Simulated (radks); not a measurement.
Q: Ag2+, configuration [Kr] 4d9. Calculated with a radial shooting solver on a logarithmic mesh with Libxc functionals: scalar-relativistic Kohn-Sham, BLYP, spin-unpolarised, spherical densities, finite nucleus; Fermi nuclear charge, rms radius 4.5454 fm. Some entries of the table are withheld. Estimate them.

| orbital | occ. | eigenvalue (hartree) | r(max) (bohr) | <r^2> (bohr^2) |
|---|---|---|---|---|
| 1s | 2 | -931.8259 | (1) | 0.001308 |
| 2s | 2 | (2) | 0.1140 | 0.02146 |
| 2p | 6 | (3) | 0.09112 | 0.01691 |
| 3s | 2 | -25.95569 | 0.3326 | 0.1555 |
| 3p | 6 | -21.32296 | 0.3258 | (4) |
| 3d | 10 | -14.01239 | 0.2737 | (5) |
| 4s | 2 | -4.31809 | 0.8215 | 0.9364 |
| 4p | 6 | -2.97154 | (6) | 1.133 |
| 4d | 9 | -1.05832 | 1.024 | 2.072 |

A: 
(1) 1s r(max) (bohr): 0.02016
(2) 2s eigenvalue (hartree): -137.9144
(3) 2p eigenvalue (hartree): -123.8080
(4) 3p <r^2> (bohr^2): 0.1570
(5) 3d <r^2> (bohr^2): 0.1425
(6) 4p r(max) (bohr): 0.8749
